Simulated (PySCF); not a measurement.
**Quadrupolar nuclei of `CP(C)P(CO)C1CC1` in NMR**

Species: C6H14OP2.
Numbering: `[CH3:1][P:2]([CH3:3])[P:4]([CH2:5][OH:6])[CH:7]1[CH2:8][CH2:9]1` (hydrogens: H10, H11, H12 on C1; H13, H14, H15 on C3; H16, H17 on C5; H18 on O6; H19 on C7; H20, H21 on C8; H22, H23 on C9)

Structure used (GFN2-xTB), in Å, numbered top down from 1:
```
atom  x, y, z in Å
C1    -2.8149   -0.8745    0.0542
P2    -1.5378    0.4428    0.3385
C3    -1.5887    1.2216   -1.3410
P4     0.2319   -0.8220   -0.0053
C5     0.3483   -1.5041    1.7435
O6     0.3288   -0.5389    2.7548
C7     1.5048    0.4889    0.1854
C8     2.0725    1.1372   -1.0436
C9     2.9030    0.1714   -0.2665
H10   -2.6027   -1.4390   -0.8526
H11   -2.8377   -1.5541    0.9047
H12   -3.7910   -0.3993   -0.0318
H13   -1.4680    0.4755   -2.1254
H14   -2.5474    1.7246   -1.4606
H15   -0.7945    1.9617   -1.4169
H16    1.3106   -2.0188    1.8253
H17   -0.4494   -2.2506    1.8783
H18   -0.5023   -0.0477    2.7021
H19    1.3977    1.0986    1.0773
H20    2.3186    2.1882   -0.9985
H21    1.7009    0.8178   -2.0068
H22    3.7256    0.5470    0.3234
H23    3.0869   -0.7995   -0.7040
```

Computed at PBE0/pcSseg-1 (PySCF, non-relativistic):

```
atom     environment  nucleus  spin I    Q (b)  CQ = χzz (MHz)      η
  O6  alcohol oxygen      17O     5/2  -0.0256          11.537  0.935
```

Recover the principal values of the field gradient from CQ = 234.96 MHz × Q × Vzz, η = (Vxx − Vyy)/Vzz and a zero trace.

The tensor is traceless, so η fixes the two smaller values:

```
atom  Vxx (au)  Vyy (au)  Vzz (au)  Vzz (10²¹ V/m²)
  O6     0.062     1.856    -1.918           -18.64
```

Give the quadrupolar product PQ = |CQ|√(1 + η²/3), the quadrupolar frequency νQ = 3|CQ|/[2I(2I − 1)] and the Larmor frequency ν0 = |g| × 7.62259 MHz/T × B at 7.05 T, with g(17O) = −0.75752.

| atom | PQ (MHz) | νQ (MHz) | ν0 (MHz) | νQ/ν0 |
| --- | --- | --- | --- | --- |
| O6 | 13.11 | 1.731 | 40.71 | 0.043 |

For O6: PQ = 11.54 × 1.1365, νQ = 11.54 × 0.1500, ν0 = 5.7742 MHz/T × 7.05 T.

For half-integer spins with νQ below a tenth of ν0, find the second-order shift of the centre of gravity of the central transition at 7.05, 14.1 and 18.8 T.

From −(3/40)(PQ/ν0)²[I(I + 1) − 3/4]/[I(2I − 1)]², which goes as 1/B² (ppm):

```tsv
site	7.05 T	14.1 T	18.8 T
17O at O6	-622	-156	-87.5
```

The couplings are those of the rigid, isolated species; surroundings and motion change them. GFN2-xTB bond lengths can be off by several hundredths of an ångström, more for odd bonds, and the gradients follow them. The small basis limits the accuracy of the gradients.

One conformer stands for the species.
